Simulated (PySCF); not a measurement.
NMR data simulated for an unnamed compound:

$^{1}$H NMR (300 MHz, computed): δ 7.41 (m, 2H), 7.22 (m, 2H), 3.22 (s, 2H).

$^{13}$C{$^{1}$H} NMR (computed): δ 170.4 (C, d, J = 318.5 Hz), 137.1 (CH, d, J = 5.6 Hz), 131.3 (C), 122.1 (C), 121.8 (CH, d, J = 19.5 Hz), 24.3 (CH2).

[PySCF 2.14: J couplings at B3LYP/pcJ-1 (spin–dipole term only in couplings to heteroatoms); geometry: PBE0-D3(BJ)/def2-SVP; σ from GIAO-PBE0/pcSseg-1; one conformer; one averaged value for each set of equivalent atoms; non-relativistic Hamiltonian; gas phase]

Shifts are taken against calculated references (same method and geometry level): TMS for $^{1}$H, $^{13}$C.

Question: Which of these does the molecule contain: a CH3CH2 unit, a tert-butyl group, an NH or NH2 group, a nitrile, a benzene ring?

Answer: 
- A CH3CH2 unit: no.
- A tert-butyl group: no.
- An NH or NH2 group: no.
- A nitrile: yes (δC 122.1).
- A benzene ring: yes.

The data belong to `N#CCc1ccc(F)cc1`, C8H6FN; they needn't prove each group on their own.

Carbon signals by region: 1 in the far downfield region (above 160 ppm), 4 in the sp2 and nitrile region (100–160 ppm), 1 below 50 ppm. Above 160 ppm: 170.4, aromatic carbon bearing fluorine.

C–F couplings over four or more bonds (about 3 Hz to the para carbon of a fluoroarene) are left out. Common functionals overestimate the size of one-bond C–F couplings by tens of Hz; these are unscaled. Multiplet labels drop couplings under 1 Hz and merge nearly equal ones. Couplings among chemically equivalent protons are left out too, so labels in AA′BB′ or AA′XX′ sets are apparent multiplicities. Unscaled 3J(H,H) at this level run about 10 % above measured values. Shifts are as computed. Against solution values, carbons near 30 ppm lie about +2 ppm off and those near 130 ppm about +5 ppm. Of 1211 compounds with measured shifts, 218 miss one by over three times the rms of a fit or turn the order of signals round; such compounds aren't used in these exercises.
